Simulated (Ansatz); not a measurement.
Breaking a bond: SMILES [F][GeH3]. The Ge1–F5 bond (Ge1 also carries H, H, H; F5 carries nothing else) is pulled apart rigidly from the PBE0/def2-TZVP optimised geometry.

Method: CCSD(T) on UHF/cc-pVTZ, cores with 3d frozen run with Ansatz (a program for electronic structure).

Q: Relative to R = 1.74 Å, what are the energies at R = 1.40, 1.57, 2.15, 3.16 Å?

A: 76.8 kcal/mol at 1.40 Å, 13.4 kcal/mol at 1.57 Å, 29.0 kcal/mol at 2.15 Å, 112.3 kcal/mol at 3.16 Å.

The unrestricted determinant behind UCCSD(T) is spin-contaminated at 2.59 to 6.19 Å (<S²> up to 1.0, against 0.00 for a pure singlet).
